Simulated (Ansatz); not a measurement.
Calculation: PBE0-D4/def2-TZVPD run with Ansatz (a program for electronic structure). No frequencies were computed at this level.

Ansatz 0.2 input:
```yaml
crystal:
  periodic: [false, false, false]
  atoms:
    - { symbol: C, position_ang: [-0.937034, -0.109834, 0.159281] }
    - { symbol: Si, position_ang: [0.77453, 0.091271, -0.132105] }
    - { symbol: H, position_ang: [-1.463206, 0.438527, 0.922006] }
    - { symbol: H, position_ang: [-1.545247, -0.792416, -0.409456] }
    - { symbol: H, position_ang: [1.639746, 1.000434, 0.610846] }
    - { symbol: H, position_ang: [1.53121, -0.627981, -1.150572] }
basis:
  gaussian: { orbitals: def2-tzvpd }
hamiltonian:
  xc: pbe0
  dispersion: d4
relax:
  max_steps: 150
```

Output:

```
Functional definition: PBE0
674 factors; their error is unknown
mean field evaluation 1: about -8965.4425 eV, gradient 5.7e1 eV
mean field evaluation 2: about -8946.6142 eV, gradient 8.5e1 eV
mean field evaluation 4: about -8973.8143 eV, gradient 3.4e0 eV
mean field evaluation 8: about -8973.8498 eV, gradient 2.4e-1 eV
mean field -8973.84991414 eV, -329.7829016506 hartree, gradient 6.9e-5 eV, S^2 0.000000; 0 other end points of the search recorded, 0 dependent functions left out
reference -8973.84994209 eV, -329.7829026778 hartree; 12, 12 occupied and 104, 104 virtual orbitals, 674 factors
relax step   1: F+E_penalty+E_count = -8973.91717190 eV  Δ(F+E_penalty+E_count) = +0.000e0 eV  max|allowed force component| = 1.683e0 eV/Å  Δτ_max = 0.0000 Å  (25 SCF iters, accepted)
these checks for a lower state are left out or cut short: starts, cluster_reference, orbital_swaps, neighbouring_geometries, increment
674 factors; their error is unknown
mean field evaluation 16: about -8973.8987 eV, gradient 2.5e0 eV
mean field -8973.90406175 eV, -329.7848915385 hartree, gradient 2.3e-5 eV, S^2 0.000000; 0 other end points of the search recorded, 0 dependent functions left out
reference -8973.90408989 eV, -329.7848925729 hartree; 12, 12 occupied and 104, 104 virtual orbitals, 674 factors
relax step   2: F+E_penalty+E_count = -8973.97158579 eV  Δ(F+E_penalty+E_count) = -5.441e-2 eV  max|allowed force component| = 6.825e-1 eV/Å  Δτ_max = 0.0547 Å  (29 SCF iters, accepted)
these checks for a lower state are left out or cut short: starts, cluster_reference, orbital_swaps, neighbouring_geometries, increment
674 factors; their error is unknown
mean field -8973.90994027 eV, -329.7851075704 hartree, gradient 2.3e-5 eV, S^2 0.000000; 0 other end points of the search recorded, 0 dependent functions left out
reference -8973.90996846 eV, -329.7851086061 hartree; 12, 12 occupied and 104, 104 virtual orbitals, 674 factors
relax step   3: F+E_penalty+E_count = -8973.97758628 eV  Δ(F+E_penalty+E_count) = -6.000e-3 eV  max|allowed force component| = 4.725e-2 eV/Å  Δτ_max = 0.0151 Å  (29 SCF iters, accepted)
these checks for a lower state are left out or cut short: starts, cluster_reference, orbital_swaps, neighbouring_geometries, increment
674 factors; their error is unknown
mean field evaluation 32: about -8973.9104 eV, gradient 2.3e-1 eV
mean field -8973.91044422 eV, -329.7851260900 hartree, gradient 2.2e-5 eV, S^2 0.000000; 0 other end points of the search recorded, 0 dependent functions left out
reference -8973.91047240 eV, -329.7851271256 hartree; 12, 12 occupied and 104, 104 virtual orbitals, 674 factors
relax step   4: F+E_penalty+E_count = -8973.97807531 eV  Δ(F+E_penalty+E_count) = -4.890e-4 eV  max|allowed force component| = 2.950e-2 eV/Å  Δτ_max = 0.0098 Å  (29 SCF iters, accepted)
these checks for a lower state are left out or cut short: starts, cluster_reference, orbital_swaps, neighbouring_geometries, increment
674 factors; their error is unknown
mean field -8973.91047146 eV, -329.7851270910 hartree, gradient 2.2e-5 eV, S^2 0.000000; 0 other end points of the search recorded, 0 dependent functions left out
reference -8973.91049963 eV, -329.7851281264 hartree; 12, 12 occupied and 104, 104 virtual orbitals, 674 factors
relax step   5: F+E_penalty+E_count = -8973.97810680 eV  Δ(F+E_penalty+E_count) = -3.149e-5 eV  max|allowed force component| = 1.292e-3 eV/Å  Δτ_max = 0.0014 Å  (30 SCF iters, accepted)
674 factors; their error is unknown
mean field -8973.91047146 eV, -329.7851270910 hartree, gradient 4.0e-5 eV, S^2 0.000000; 1 other end points of the search recorded, 0 dependent functions left out
reference -8973.91049963 eV, -329.7851281264 hartree; 12, 12 occupied and 104, 104 virtual orbitals, 674 factors
Total energy: -8973.97813498 eV, -329.7876136796 hartree
Atom 0 at    -0.903665    -0.106202     0.153866 Å, force     0.000749     0.000083    -0.000131 eV/Å
Atom 1 at     0.759845     0.089302    -0.129380 Å, force    -0.000023    -0.000012     0.000010 eV/Å
Atom 2 at    -1.427170     0.449695     0.923128 Å, force    -0.000325     0.000986     0.001292 eV/Å
Atom 3 at    -1.510106    -0.794895    -0.422999 Å, force    -0.000493    -0.001074    -0.001150 eV/Å
Atom 4 at     1.596822     1.025263     0.650890 Å, force     0.000029    -0.000032    -0.000133 eV/Å
Atom 5 at     1.484272    -0.663162    -1.175506 Å, force     0.000062     0.000049     0.000112 eV/Å
Dipole moment:     0.159037     0.018691    -0.027080 e Å
```

Cost: about 9 core-seconds (a rough figure).
